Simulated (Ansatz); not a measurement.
Reaction (hydrogenolysis of the Si–Sn bond): `N[SiH]([SiH3])[SnH3]` + H₂ → `N[SiH2][SiH3]` + `[SnH4]`

Computed with Ansatz on PBE0-D4/def2-TZVP structures; ΔE is electronic, products minus reactants. CCSD(T)/CBS adds triple-zeta CCSD(T) − MP2 to the extrapolated MP2 energy (def2 sets, frozen cores). This one scheme is used for every species. DFT in def2-TZVPP. Elements past krypton have def2 core potentials. For Sn outer-core shells are correlated without core-valence functions, which leaves a few kJ/mol of doubt a bond. One conformer a species, not always the lowest.

`N[SiH]([SiH3])[SnH3]`:

```xyz
13

N    -1.608   -1.209    0.468
Si   -0.329   -0.491   -0.452
Si    1.854   -0.990    0.262
Sn   -0.677    2.052   -0.407
H    -1.786   -0.875    1.403
H    -1.744   -2.207    0.420
H    -0.467   -0.977   -1.855
H     2.075   -0.456    1.635
H     2.095   -2.461    0.299
H     2.859   -0.370   -0.646
H     0.713    2.882   -0.955
H    -0.984    2.565    1.197
H    -2.002    2.538   -1.369
```

H₂:

Cartesian coordinates in Å:
```
H -0.207 0.308 0.041
H 0.207 -0.308 -0.041
```

`N[SiH2][SiH3]`:

Cartesian coordinates in Å:
```
N -1.455 0.004 1.042
Si -0.619 0.493 -0.385
Si 1.562 -0.351 -0.300
H -1.447 -0.965 1.315
H -2.340 0.429 1.270
H -0.607 1.982 -0.405
H -1.236 0.057 -1.678
H 1.532 -1.827 -0.093
H 2.338 0.257 0.814
H 2.271 -0.079 -1.581
```

`[SnH4]`:

Z-matrix (Å, degrees):
```
Sn
H 1 1.704
H 1 1.704 2 109.5
H 1 1.704 2 109.5 3 -120.0
H 1 1.704 2 109.5 3 120.0
```

Q: Is it downhill or uphill in electronic energy at CCSD(T)/CBS, and by how much? (Estimate.)

A: The calculation gave: Uphill: ΔE = +3.2 kcal/mol.

Q: What do these levels give: revPBE-D4, PBE0-D4, r2SCANh-D4, r2SCAN0-D4, CAM-B3LYP-D4, HF/CBS(def2)? (Best estimate.)

A: The calculation gave: revPBE-D4 5.0, PBE0-D4 3.1, r2SCANh-D4 2.4, r2SCAN0-D4 1.9, CAM-B3LYP-D4 -0.6, HF/CBS(def2) -6.8 kcal/mol.

Largest T1 diagnostic among the species: 0.013.

From PBE to PBE0 (25 % exact exchange), in def2-TZVPP and without D4, ΔE moves by −1.4 kcal/mol. In def2-TZVPP, CCSD(T) changes the Hartree–Fock value by +7.6 kcal/mol (the triples alone add +1.4 kcal/mol) and MP2 by +9.5 kcal/mol.
